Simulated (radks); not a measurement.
Results of a calculation; reference values are marked as such.
Xe2+, 52 electrons, occupied as [Kr] 4d9.5 5s2 5p4 5d0.5 (fractional occupations, a model configuration). Code: a radial shooting solver on a logarithmic mesh with Libxc functionals. Model: scalar-relativistic Kohn-Sham, PBEsol, spin-polarised, spherical densities, point nucleus; open shells are filled with parallel spins first (spin-orbit coupling, left out, can overturn this in heavy ions).

Normalised radial functions P(r) = r R(r), r in bohr:

r,4d down,5p up
0.003501,0.0001,0.0045
0.004707,0.0003,0.0075
0.006328,0.0006,0.0124
0.008508,0.0014,0.0204
0.01144,0.0031,0.0329
0.01526,0.0066,0.0512
0.02051,0.0144,0.0778
0.02758,0.0305,0.1122
0.03708,0.0622,0.1500
0.04985,0.1205,0.1786
0.06702,0.2180,0.1754
0.09011,0.3602,0.1127
0.1211,0.5261,-0.0201
0.1629,0.6454,-0.1830
0.2172,0.6024,-0.2688
0.2921,0.2867,-0.1673
0.3927,-0.2840,0.1211
0.528,-0.8815,0.3836
0.7098,-1.1812,0.3366
0.9543,-1.0439,-0.0719
1.283,-0.6478,-0.5670
1.725,-0.2797,-0.8122
2.319,-0.0791,-0.6914
3.093,-0.0139,-0.3859
4.159,-0.0012,-0.1318
5.592,0.0000,-0.0255
7.518,0.0000,-0.0023
10.11,0.0000,-0.0001

4d down: eigenvalue -85.129 eV, 1 radial node at r = 0.343 bohr, <r> = 0.865 bohr, 90 % of the charge inside 1.31 bohr. 5p up: eigenvalue -29.235 eV, 3 radial nodes at r = 0.117, 0.351, 0.915 bohr, <r> = 2.03 bohr, 90 % of the charge inside 2.95 bohr.
